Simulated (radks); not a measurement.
Values are calculated unless marked as measured or tabulated.
Tl74+, 7 electrons, occupied as [He] 2s2 2p3 (the NIST ground configuration). Level of theory: scalar-relativistic Kohn-Sham, BLYP, spin-polarised, spherical densities, finite nucleus; open shells are filled with parallel spins first (spin-orbit coupling, left out, can overturn this in heavy ions); Fermi nuclear charge, rms radius 5.4759 fm (a radial shooting solver on a logarithmic mesh with Libxc functionals).

Unscreened Slater integrals over Kohn-Sham orbitals (hartree). They are taken over the spin-up orbitals.

\begin{tabular}{lr}
integral & value \\ \hline
F0(2p,2p) & 15.154 \\
F2(2p,2p) & 7.1780 \\
F0(2p,2s) & 14.156 \\
G1(2p,2s) & 8.1090 \\
F0(2p,1s) & 20.627 \\
G1(2p,1s) & 4.0389 \\
F0(2s,2s) & 13.541 \\
F0(2s,1s) & 19.252 \\
G0(2s,1s) & 2.0530 \\
F0(1s,1s) & 58.547 \\
\end{tabular}

Derived for the open shells (J is the average intra-shell exchange parameter used in DFT+U). 2p: J = F2/5 = 1.436 hartree.
